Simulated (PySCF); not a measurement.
**Spinor energies of Nb+ (niobium, charge +1)**

Start: [Kr] 4d3 5s1; 4d5/2 filled at m_j = +1/2, +3/2, +5/2; 5s1/2 filled at m_j = +1/2. Calculated with PySCF 2.14 in x2c-TZVPall-2c: generalised Hartree-Fock with the X2C-1e Hamiltonian and a Gaussian nucleus; one run each with spin-orbit coupling (SO) switched off, then screened by Boettger's factors. This is a chosen level, not necessarily the ground level.

```json
{"spinor shell": "1s1/2", "electrons": "2", "ε, spin-free (eV)": "-19097.0", "ε, screened SO (eV)": "-19096.1", "weight of nominal j (screened SO)": "1.000", "rms radius, screened SO (bohr)": "0.0415"}
{"spinor shell": "2s1/2", "electrons": "2", "ε, spin-free (eV)": "-2753.3", "ε, screened SO (eV)": "-2753.1", "weight of nominal j (screened SO)": "1.000", "rms radius, screened SO (bohr)": "0.171"}
{"spinor shell": "2p1/2", "electrons": "2", "ε, spin-free (eV)": "-2453.1", "ε, screened SO (eV)": "-2519.2", "weight of nominal j (screened SO)": "1.000", "rms radius, screened SO (bohr)": "0.149"}
{"spinor shell": "2p3/2", "electrons": "4", "ε, spin-free (eV)": "-2453.1", "ε, screened SO (eV)": "-2422.1", "weight of nominal j (screened SO)": "1.000", "rms radius, screened SO (bohr)": "0.154"}
{"spinor shell": "3s1/2", "electrons": "2", "ε, spin-free (eV)": "-499.34", "ε, screened SO (eV)": "-499.32", "weight of nominal j (screened SO)": "1.000", "rms radius, screened SO (bohr)": "0.471"}
{"spinor shell": "3p1/2", "electrons": "2", "ε, spin-free (eV)": "-398.43", "ε, screened SO (eV)": "-409.60", "weight of nominal j (screened SO)": "1.000", "rms radius, screened SO (bohr)": "0.471"}
{"spinor shell": "3p3/2", "electrons": "4", "ε, spin-free (eV)": "-398.43", "ε, screened SO (eV)": "-393.21", "weight of nominal j (screened SO)": "1.000", "rms radius, screened SO (bohr)": "0.482"}
{"spinor shell": "3d3/2", "electrons": "4", "ε, spin-free (eV)": "-233.44", "ε, screened SO (eV)": "-235.18", "weight of nominal j (screened SO)": "0.984", "rms radius, screened SO (bohr)": "0.472"}
{"spinor shell": "3d5/2", "electrons": "6", "ε, spin-free (eV)": "-233.44", "ε, screened SO (eV)": "-232.29", "weight of nominal j (screened SO)": "0.989", "rms radius, screened SO (bohr)": "0.475"}
{"spinor shell": "4s1/2", "electrons": "2", "ε, spin-free (eV)": "-82.184", "ε, screened SO (eV)": "-82.204", "weight of nominal j (screened SO)": "1.000", "rms radius, screened SO (bohr)": "1.24"}
{"spinor shell": "4p3/2", "electrons": "4", "ε, spin-free (eV)": "-52.684", "ε, screened SO (eV)": "-51.624", "weight of nominal j (screened SO)": "0.868", "rms radius, screened SO (bohr)": "1.39"}
{"spinor shell": "4p1/2", "electrons": "2", "ε, spin-free (eV)": "-52.684", "ε, screened SO (eV)": "-54.977", "weight of nominal j (screened SO)": "0.737", "rms radius, screened SO (bohr)": "1.39"}
{"spinor shell": "4d5/2", "electrons": "3", "ε, spin-free (eV)": "-17.417", "ε, screened SO (eV)": "-17.391", "weight of nominal j (screened SO)": "0.774", "rms radius, screened SO (bohr)": "2.08"}
{"spinor shell": "5s1/2", "electrons": "1", "ε, spin-free (eV)": "-13.190", "ε, screened SO (eV)": "-13.198", "weight of nominal j (screened SO)": "1.000", "rms radius, screened SO (bohr)": "3.55"}
```

| quantity | spin-free | screened SO |
| --- | --- | --- |
| E (hartree) | -3816.80264 | -3817.20617 |
| M_J | 5 | 5 |
| ⟨J²⟩ | 30.009 | 30.009 |
| ⟨L²⟩ | 12.007 | 12.046 |
| ⟨S²⟩ | 6.002 | 5.996 |

Each row is a mean over spinors that exchange with the open shell spreads, by up to 6.596 eV (4p3/2).

Rows whose weight is well below 1 are mixtures of j = l ± 1/2: exchange outweighs spin-orbit coupling there, and the label is only the starting occupation.

Breit and QED terms are absent; they matter most for the inner s and p1/2 levels.

Densities and radii are taken from the X2C orbitals without a picture-change correction, which distorts them close to the nucleus.

Without spin-orbit coupling the j labels of p, d and f shells carry no meaning; the spin-free column gives the mean over the occupied spinors of each nl shell.
